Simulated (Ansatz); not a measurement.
Consider the ligand exchange at the Si–C bond: `CO[SiH2]CS` + PH₃ → `CO[SiH2]P` + CH₃SH.

Computed with Ansatz on PBE0-D4/def2-TZVP structures; ΔE is electronic, products minus reactants. CCSD(T)/CBS adds triple-zeta CCSD(T) − MP2 to the extrapolated MP2 energy (def2 sets, frozen cores). This one scheme is used for every species. Functionals use def2-TZVPP. Each species was taken in one conformer, which may not be the lowest.

```csv
level,ΔE (kJ/mol)
r2SCAN,-21.2
PBE0,-24.1
HF/CBS(def2),-16.7
MP2/CBS(def2),-16.3
```

Question: What does CCSD(T)/CBS give? (An estimate is asked.)

Answer: Computed: -16.9 kJ/mol. The listed levels differ from it by -4.3, -7.2, 0.2, 0.6 kJ/mol.

Largest T1 diagnostic among the species: 0.013.
